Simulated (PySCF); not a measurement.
Isomers of C4H8O2Si.

All values: PBE0/pcSseg-1 (PySCF) at GFN2-xTB geometries, gas phase, one conformer each.

**Question.** Rank by the lowest IAO charge on any atom, lowest value first.
A. `[CH2:1]=[C:2]([CH2:3][SiH3:4])[C:5](=[O:6])[OH:7]` with C1–C2–C3–Si4 100°, C1–C2–C5–O6 -171°, C2–C5–O7–H 180°
B. `[O:1]=[CH:2][C@@H:3]1[CH2:4][C@@H:5]1[O:6][SiH3:7]` with O1–C2–C3–C4 -148°, C4–C5–O6–Si7 88°
C. `[CH3:1][O:2][SiH2:3][CH2:4][CH:5]=[C:6]=[O:7]` with C1–O2–Si3–C4 179°, O2–Si3–C4–C5 -58°, Si3–C4–C5–C6 -112°
D. `[CH3:1][O:2][CH2:3][SiH2:4][CH:5]=[C:6]=[O:7]` with C1–O2–C3–Si4 -179°, O2–C3–Si4–C5 60°, C3–Si4–C5–C6 -11°
E. `[CH2:1]=[CH:2][O:3][Si@H:4]([CH3:5])[CH:6]=[O:7]` with C1–C2–O3–Si4 2°, C2–O3–Si4–C5 175°, O3–Si4–C6–O7 -158°
F. `[CH3:1][O:2][C:3]1=[CH:4][O:5][CH2:6][SiH2:7]1` with C1–O2–C3–C4 0°

**Answer.** E (-0.724 e), D (-0.682 e), C (-0.643 e), B (-0.627 e), A (-0.534 e), F (-0.342 e).

**Question.** Rank by the highest Hirshfeld charge on any atom, lowest value first.
A. `[CH3:1][O:2][C:3]1=[CH:4][O:5][CH2:6][SiH2:7]1` with C1–O2–C3–C4 0°
B. `[CH2:1]=[C:2]([CH2:3][SiH3:4])[C:5](=[O:6])[OH:7]` with C1–C2–C3–Si4 100°, C1–C2–C5–O6 -171°, C2–C5–O7–H 180°
C. `[O:1]=[CH:2][C@@H:3]1[CH2:4][C@@H:5]1[O:6][SiH3:7]` with O1–C2–C3–C4 -148°, C4–C5–O6–Si7 88°
D. `[CH2:1]=[CH:2][O:3][Si@H:4]([CH3:5])[CH:6]=[O:7]` with C1–C2–O3–Si4 2°, C2–O3–Si4–C5 175°, O3–Si4–C6–O7 -158°
E. `[CH3:1][O:2][C@@H:3]1[CH:4]=[CH:5][SiH2:6][O:7]1` with C1–O2–C3–C4 -176°
F. `[CH3:1][O:2][CH2:3][SiH2:4][CH:5]=[C:6]=[O:7]` with C1–O2–C3–Si4 -179°, O2–C3–Si4–C5 60°, C3–Si4–C5–C6 -11°

**Answer.** B (+0.313 e), A (+0.334 e), F (+0.348 e), C (+0.392 e), E (+0.404 e), D (+0.433 e).

**Question.** Rank by HOMO energy, lowest first.
A. `[O:1]=[CH:2][C@@H:3]1[CH2:4][C@@H:5]1[O:6][SiH3:7]` with O1–C2–C3–C4 -148°, C4–C5–O6–Si7 88°
B. `[CH3:1][O:2][C:3]1=[CH:4][O:5][CH2:6][SiH2:7]1` with C1–O2–C3–C4 0°
C. `[CH3:1][O:2][CH2:3][SiH2:4][CH:5]=[C:6]=[O:7]` with C1–O2–C3–Si4 -179°, O2–C3–Si4–C5 60°, C3–Si4–C5–C6 -11°
D. `[CH3:1][O:2][SiH2:3][CH2:4][CH:5]=[C:6]=[O:7]` with C1–O2–Si3–C4 179°, O2–Si3–C4–C5 -58°, Si3–C4–C5–C6 -112°
E. `[CH2:1]=[CH:2][O:3][Si@H:4]([CH3:5])[CH:6]=[O:7]` with C1–C2–O3–Si4 2°, C2–O3–Si4–C5 175°, O3–Si4–C6–O7 -158°
F. `[CH2:1]=[C:2]([CH2:3][SiH3:4])[C:5](=[O:6])[OH:7]` with C1–C2–C3–Si4 100°, C1–C2–C5–O6 -171°, C2–C5–O7–H 180°

**Answer.** F (-7.61 eV), A (-7.22 eV), C (-6.99 eV), E (-6.79 eV), D (-6.41 eV), B (-5.81 eV).

All values together:

```
                   SMILES  μ (D)  HOMO (eV)  LUMO (eV)  lowest IAO charge (e)  highest IAO charge (e)  lowest Hirshfeld charge (e)  highest Hirshfeld charge (e)
       C=C(C[SiH3])C(=O)O   1.68      -7.61      -1.40             -0.534 (C)             +0.616 (Si)                   -0.257 (O)                   +0.313 (Si)
           CO[SiH2]CC=C=O   2.74      -6.41      -0.82             -0.643 (O)             +1.018 (Si)                   -0.224 (O)                   +0.396 (Si)
     CO[C@@H]1C=C[SiH2]O1   0.64      -7.81      -0.36             -0.662 (O)             +1.001 (Si)                   -0.236 (O)                   +0.404 (Si)
         C=CO[Si@H](C)C=O   2.28      -6.79      -1.54             -0.724 (C)             +1.093 (Si)                   -0.214 (O)                   +0.433 (Si)
O=C[C@@H]1C[C@@H]1O[SiH3]   4.15      -7.22      -0.53             -0.627 (O)             +0.877 (Si)                   -0.237 (O)                   +0.392 (Si)
          COC1=COC[SiH2]1   0.30      -5.81       0.44             -0.342 (C)             +0.741 (Si)                   -0.128 (O)                   +0.334 (Si)
           COC[SiH2]C=C=O   1.70      -6.99      -0.68             -0.682 (C)             +0.827 (Si)                   -0.224 (C)                   +0.348 (Si)
```

Conformers: `[CH2:1]=[C:2]([CH2:3][SiH3:4])[C:5](=[O:6])[OH:7]` with C1–C2–C3–Si4 100°, C1–C2–C5–O6 -171°, C2–C5–O7–H 180°; `[CH3:1][O:2][SiH2:3][CH2:4][CH:5]=[C:6]=[O:7]` with C1–O2–Si3–C4 179°, O2–Si3–C4–C5 -58°, Si3–C4–C5–C6 -112°; `[CH3:1][O:2][C@@H:3]1[CH:4]=[CH:5][SiH2:6][O:7]1` with C1–O2–C3–C4 -176°; `[CH2:1]=[CH:2][O:3][Si@H:4]([CH3:5])[CH:6]=[O:7]` with C1–C2–O3–Si4 2°, C2–O3–Si4–C5 175°, O3–Si4–C6–O7 -158°; `[O:1]=[CH:2][C@@H:3]1[CH2:4][C@@H:5]1[O:6][SiH3:7]` with O1–C2–C3–C4 -148°, C4–C5–O6–Si7 88°; `[CH3:1][O:2][C:3]1=[CH:4][O:5][CH2:6][SiH2:7]1` with C1–O2–C3–C4 0°; `[CH3:1][O:2][CH2:3][SiH2:4][CH:5]=[C:6]=[O:7]` with C1–O2–C3–Si4 -179°, O2–C3–Si4–C5 60°, C3–Si4–C5–C6 -11°.
